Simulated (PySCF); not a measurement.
F3GeH3Si, SMILES [SiH3][Ge]([F])([F])[F]. Geometry: PBE-D3(BJ)/def2-SVP. This is a generated structure with no PubChem entry under its InChIKey; it may be hypothetical.

Task: Give the equilibrium geometry at PBE-D3(BJ)/def2-SVP (PySCF confirms it by a frequency run) as bond lengths and angles, and its point group. (An estimate is asked for; the answer gives what the named calculation found.)

Result: point group C3v.
Atoms: F1 Ge2 F3 F4 Si5 H6 H7 H8. Bond lengths (Å): F1–Ge2 1.745, Ge2–F3 1.745, Ge2–F4 1.745, Ge2–Si5 2.390, Si5–H6 1.498, Si5–H7 1.498, Si5–H8 1.498. Angles (°): F1–Ge2–F3 105.1, F1–Ge2–F4 105.1, F1–Ge2–Si5 113.6, F3–Ge2–F4 105.1, F3–Ge2–Si5 113.6, F4–Ge2–Si5 113.6, Ge2–Si5–H6 107.3, Ge2–Si5–H7 107.3, Ge2–Si5–H8 107.3, H6–Si5–H7 111.6, H6–Si5–H8 111.6, H7–Si5–H8 111.6.
Charge 0, spin multiplicity 1.
